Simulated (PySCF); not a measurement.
## Computed properties of C2H7FOSi, SMILES [Si@@H](F)(CO)C

C2H7FOSi, SMILES C[Si@H](F)CO. Coordinates come from a PBE0-D3(BJ)/def2-SVP optimisation. The structure was generated by enumeration; whether it is a known compound was not checked. One conformer was computed; it need not be the lowest. All values are computed for the isolated molecule unless a solvent is named; none is compared with measurement here.

**Structure.** All 30 harmonic modes at PBE0-D3(BJ)/def2-SVP (PySCF) are real, so it is a minimum. With heavy atoms numbered as in [CH3:1][Si@H:2]([F:3])[CH2:4][OH:5], the shortest bond between them is C4–O5 at 1.406 Å and the longest Si2–C4 at 1.883 Å.

**Vibrations.** The strongest infrared lines (harmonic, unscaled, degenerate partners summed) lie at 947 cm⁻¹ (184 km/mol, H 39 %, Si 36 %, F 16 %, C 9 %), 884 cm⁻¹ (151 km/mol, H 74 %, C 13 %, Si 12 %), 2260 cm⁻¹ (131 km/mol, H 97 %). The softest mode is at 81 cm⁻¹ and the zero-point energy is 56.8 kcal/mol.

**Electronic structure.** HF/def2-TZVP (PySCF) places the frontier levels at -11.84 and 3.44 eV, a gap of 15.28 eV, and gives a dipole moment of 3.25 D and a mean polarisability of 48.8 bohr³. PBE/def2-TZVP (PySCF) at the same geometry gives -6.45 and -0.27 eV, so its gap is 9.10 eV narrower. An orbital gap is neither the optical nor the fundamental gap.

**Excitations.** TDA-B3LYP/def2-SVPD (PySCF) has S1 at 6.72 eV (184 nm, f = 0.001, dark); the most intense of the 10 singlets computed lies at 8.36 eV (f = 0.05). T1 (TDA) is at 6.39 eV, 0.33 eV under S1. TDA-PBE/def2-SVPD (PySCF) puts S1 at 6.19 eV. No vertical singlet excitation falls in the visible range (under 3.1 eV).

**NMR.** GIAO shifts at PBE0/pcSseg-1 (PySCF) (non-relativistic, atoms alike by connectivity averaged): ¹³C from -1.7 to 59.4 ppm against TMS; ¹H from 0.3 to 5.6 ppm against TMS; ²⁹Si at 25.7 ppm against TMS; ¹⁹F at -211.3 ppm against CFCl3.

**Solvation.** SMD-ωB97X/def2-SVP (PySCF) gives -4.6 kcal/mol in water, -3.3 kcal/mol in benzene, -4.8 kcal/mol in tetrahydrofuran (1 M in both phases, gas-phase geometry).
